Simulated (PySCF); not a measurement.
Cl₃Si, SMILES Cl[Si](Cl)Cl (connectivity only; charge and spin as stated), charge +1, multiplicity 1.

Geometry optimised at PBE0-D3(BJ)/def2-SVP. The multiplicity is an assumed one; other spin states were not compared. The isomer is the one that the SMILES or the coordinates give; other isomers of the formula were not compared.

All values below come from PBE0-D3(BJ)/def2-SVP (PySCF 2.14.0).

Frequencies are harmonic and unscaled.

Modes within 1.5 cm⁻¹ of each other (mostly degenerate sets) share a row, with their intensities summed.

Computed normal modes with their intensities:
| mode | ν (cm⁻¹) | IR (km/mol) | Raman (Å⁴/amu) | depolarisation | moving atoms (share of kinetic energy) |
|---|---|---|---|---|---|
| 1–2 | 181 | 14.6 | 7.8 | 0.75 | Cl 88 %, Si 12 % |
| 3 | 235 | 23.8 | 0.0 | – | Si 79 %, Cl 21 % |
| 4 | 460 | 0.0 | 18.7 | 0.09 | Cl 100 % |
| 5–6 | 761 | 360.6 | 5.1 | 0.75 | Si 67 %, Cl 33 % |
